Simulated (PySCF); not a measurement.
Radial density of V⁺ (vanadium, charge +1)

UHF, [Ar] 3d4, high-spin 5D determinant. All numbers are calculated (PySCF 2.14, the spin-free X2C one-electron Hamiltonian (Gaussian nucleus), in x2c-QZVPPall with one added diffuse shell each of s, p, d, f, g type (12s8p6d4f3g, 121 functions)).

| r (bohr) | 4πr²ρ (e/bohr) | 4πr²(ρα − ρβ) |
| --- | --- | --- |
| 0.000918 | 0.1137 | 0.0000 |
| 0.00154 | 0.2960 | 0.0000 |
| 0.00260 | 0.7566 | -0.0001 |
| 0.00437 | 1.878 | -0.0003 |
| 0.00735 | 4.434 | -0.0007 |
| 0.0124 | 9.593 | -0.0015 |
| 0.0208 | 17.89 | -0.0027 |
| 0.0350 | 26.04 | -0.0041 |
| 0.0588 | 26.12 | -0.0053 |
| 0.0989 | 20.65 | -0.0073 |
| 0.166 | 26.85 | 0.0268 |
| 0.280 | 25.79 | 0.3226 |
| 0.471 | 9.758 | 1.2595 |
| 0.792 | 11.86 | 2.4410 |
| 1.33 | 6.547 | 2.1438 |
| 2.24 | 1.122 | 0.8154 |
| 3.77 | 0.1021 | 0.1004 |
| 6.34 | 0.001545 | 0.0015 |

Densities and radii are taken from the X2C orbitals without a picture-change correction, which distorts them close to the nucleus.

Where is the radial spin density 4πr²(ρα − ρβ) most negative, and why is it negative at all?

Around r = 0.0989 bohr, down to -0.0073 e/bohr: exchange with the open shell polarises the paired shells in an unrestricted calculation.
